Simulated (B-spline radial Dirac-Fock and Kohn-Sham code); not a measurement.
**The K (1s) hole of iron ions: width and yield against charge**

These are calculated numbers from a radial B-spline solver; the model is a relativistic independent-particle model: LDA orbitals of the hole state, radiative multipoles to third order, Auger rates from the Coulomb interaction with a continuum orbital, Dirac-Fock energies. Tabulated ground configurations, configuration averages; single configurations, so decays that open only by mixing (as 1s 2s² with 1s 2p² in Be-like ions) are missing and such tiny yields are far too low.

```
  ion  configuration  radiative (eV)  non-radiative (eV)     yield
   Fe   [Ar] 3d6 4s2           0.411               0.764     0.350
  Fe⁺   [Ar] 3d6 4s1           0.411               0.763     0.350
 Fe²⁺       [Ar] 3d6           0.412               0.762     0.351
 Fe³⁺       [Ar] 3d5           0.413               0.767     0.350
 Fe⁴⁺       [Ar] 3d4           0.415               0.773     0.349
 Fe⁵⁺       [Ar] 3d3           0.417               0.780     0.348
 Fe⁶⁺       [Ar] 3d2           0.419               0.787     0.348
 Fe⁷⁺       [Ar] 3d1           0.422               0.796     0.347
 Fe⁸⁺   [Ne] 3s2 3p6           0.425               0.805     0.346
 Fe⁹⁺   [Ne] 3s2 3p5           0.419               0.790     0.347
Fe¹⁰⁺   [Ne] 3s2 3p4           0.413               0.772     0.348
Fe¹¹⁺   [Ne] 3s2 3p3           0.405               0.753     0.350
Fe¹²⁺   [Ne] 3s2 3p2           0.397               0.732     0.352
Fe¹³⁺   [Ne] 3s2 3p1           0.388               0.710     0.353
Fe¹⁴⁺       [Ne] 3s2           0.378               0.687     0.355
Fe¹⁶⁺   [He] 2s2 2p6           0.382               0.648     0.371
Fe¹⁷⁺   [He] 2s2 2p5           0.331               0.505     0.396
Fe¹⁸⁺   [He] 2s2 2p4           0.275               0.375     0.423
Fe¹⁹⁺   [He] 2s2 2p3           0.214               0.260     0.451
Fe²⁰⁺   [He] 2s2 2p2           0.148               0.167     0.468
Fe²¹⁺   [He] 2s2 2p1          0.0763               0.101     0.430
Fe²²⁺       [He] 2s2        1.96e-07              0.0675  2.90e-06
```
